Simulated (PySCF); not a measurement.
A structure optimised at PBE-D3(BJ)/def2-SVP, used in a PySCF frequency run:

```xyz
12

N      1.5576     1.6362    -0.2669
Si     1.5641    -0.0942    -0.1725
O      0.0824    -0.8464    -0.5035
Si    -1.3985    -0.7984     0.2698
O     -1.8874     0.7841     0.5651
H      1.5276     2.0882    -1.1840
H      0.9963     2.1614     0.4095
H      1.9617    -0.4681     1.2267
H      2.5217    -0.5970    -1.2066
H     -1.3170    -1.4154     1.6315
H     -2.3625    -1.5187    -0.6275
H     -2.1099     1.2909    -0.2354
```
Charge 0, spin multiplicity 1.

Task: Write its SMILES and formula.

Result: N[SiH2]O[SiH2]O, H7NO2Si2

Task: What are its rotational constants (standard atomic weights)?

Result: 5.3913, 1.8623, 1.4775 GHz
